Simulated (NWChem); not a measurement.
Ionisation of C$_{2}$H$_{2}$F

```
C
C 1 1.3127
F 1 1.3491 2 123.74
H 2 1.0862 1 142.61 3 0.00
H 1 1.0964 2 124.19 4 180.00
```
Charge 0, spin multiplicity 2.

Program: NWChem. The geometry was optimised at UB3LYP/def2-SVP, a minimum by its harmonic frequencies.

Basis set: def2-TZVPD. The species with one electron less has spin multiplicity 3 and keeps the geometry of the parent. Δ marks differences of total energies (open shells unrestricted). −ε marks an orbital energy of the parent. That orbital need not have the symmetry of the hole or added electron in the Δ rows.

B3LYP has NWChem's definition, with VWN1-RPA local correlation. The structure started from a generated list of species. The unpaired electrons of the parent sit in orbitals of symmetry a' (Cs labels of the run); other states weren't searched. The stability of the SCF solutions was not checked.

Order these methods by the first vertical ionisation energy they give, lowest first: −ε(beta HOMO) of PBE, −ε(beta HOMO) of B3LYP, −ε(beta HOMO) of r2SCAN, ΔPBE.

−ε(beta HOMO) of PBE (6.59 eV), −ε(beta HOMO) of r2SCAN (6.80 eV), −ε(beta HOMO) of B3LYP (7.64 eV), ΔPBE (10.50 eV)
